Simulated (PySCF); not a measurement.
**Fractional electron number in Ga⁺ (gallium, charge +1)**

The 4s beta orbital of [Ar] 3d10 4s2 is emptied in steps (occupation f), with all orbitals relaxed, ending at [Ar] 3d10 4s1. Computed with PySCF 2.14 in aug-pcseg-2 (7s6p4d2f, 59 functions), with no relativity, point nucleus. The exact energy is a straight line in f; departures are measured from the line between the end points of the same method.

```json
{"f": "1", "UHF (eV)": "0.000", "LDA (eV)": "0.000", "PBE (eV)": "0.000", "PBE0 (eV)": "0.000", "r2SCAN (eV)": "0.000", "LC-wPBE (eV)": "0.000", "BHandHLYP (eV)": "0.000", "wB97X (eV)": "0.000", "r2SCAN0 (eV)": "0.000", "CAM-B3LYP (eV)": "0.000"}
{"f": "0.8", "UHF (eV)": "0.044", "LDA (eV)": "-0.711", "PBE (eV)": "-0.705", "PBE0 (eV)": "-0.509", "r2SCAN (eV)": "-0.609", "LC-wPBE (eV)": "-0.061", "BHandHLYP (eV)": "-0.353", "wB97X (eV)": "-0.152", "r2SCAN0 (eV)": "-0.445", "CAM-B3LYP (eV)": "-0.322"}
{"f": "0.6", "UHF (eV)": "0.063", "LDA (eV)": "-1.067", "PBE (eV)": "-1.062", "PBE0 (eV)": "-0.765", "r2SCAN (eV)": "-0.905", "LC-wPBE (eV)": "-0.092", "BHandHLYP (eV)": "-0.534", "wB97X (eV)": "-0.221", "r2SCAN0 (eV)": "-0.660", "CAM-B3LYP (eV)": "-0.488"}
{"f": "0.4", "UHF (eV)": "0.062", "LDA (eV)": "-1.067", "PBE (eV)": "-1.067", "PBE0 (eV)": "-0.766", "r2SCAN (eV)": "-0.898", "LC-wPBE (eV)": "-0.097", "BHandHLYP (eV)": "-0.541", "wB97X (eV)": "-0.206", "r2SCAN0 (eV)": "-0.653", "CAM-B3LYP (eV)": "-0.494"}
{"f": "0.2", "UHF (eV)": "0.040", "LDA (eV)": "-0.711", "PBE (eV)": "-0.713", "PBE0 (eV)": "-0.511", "r2SCAN (eV)": "-0.596", "LC-wPBE (eV)": "-0.071", "BHandHLYP (eV)": "-0.367", "wB97X (eV)": "-0.115", "r2SCAN0 (eV)": "-0.433", "CAM-B3LYP (eV)": "-0.335"}
{"f": "0", "UHF (eV)": "0.000", "LDA (eV)": "0.000", "PBE (eV)": "0.000", "PBE0 (eV)": "0.000", "r2SCAN (eV)": "0.000", "LC-wPBE (eV)": "0.000", "BHandHLYP (eV)": "0.000", "wB97X (eV)": "0.000", "r2SCAN0 (eV)": "0.000", "CAM-B3LYP (eV)": "0.000"}
```

```tsv
method	E(f=0) − E(f=1) (eV)	−ε at f=1 (eV)	−ε at f=0.4 (eV)
UHF	18.460	18.742	18.400
LDA	20.787	16.354	21.680
PBE	20.426	16.039	21.293
PBE0	20.099	16.927	20.732
r2SCAN	20.156	16.314	20.931
LC-wPBE	20.021	19.629	20.063
BHandHLYP	20.021	17.835	20.431
wB97X	20.397	19.437	20.673
r2SCAN0	19.965	17.154	20.532
CAM-B3LYP	20.446	18.448	20.823
```

Orbital energy along the path (eV):

```
  f      UHF      LDA      PBE     PBE0   r2SCAN  LC-wPBE  BHandHLYP    wB97X  r2SCAN0  CAM-B3LYP
  1  -18.742  -16.354  -16.039  -16.927  -16.314  -19.629    -17.835  -19.437  -17.154    -18.448
0.8  -18.617  -18.116  -17.767  -18.186  -17.900  -19.794    -18.684  -19.842  -18.321    -19.224
0.6  -18.503  -19.895  -19.517  -19.453  -19.448  -19.932    -19.547  -20.263  -19.455    -20.014
0.4  -18.400  -21.680  -21.293  -20.732  -20.931  -20.063    -20.431  -20.673  -20.532    -20.823
0.2  -18.305  -23.458  -23.097  -22.023  -22.399  -20.254    -21.359  -21.011  -21.597    -21.667
  0  -18.217  -25.220  -24.851  -23.240  -23.845  -20.496    -22.374  -20.467  -22.642    -22.598
```

As f goes to zero the orbital energy of a semilocal functional can turn back, because the density of that orbital vanishes from the exchange-correlation potential.

Reference removal energy between the ground levels: 20.515 eV (measured; NIST Atomic Spectra Database, ionization energies). UHF lacks correlation.
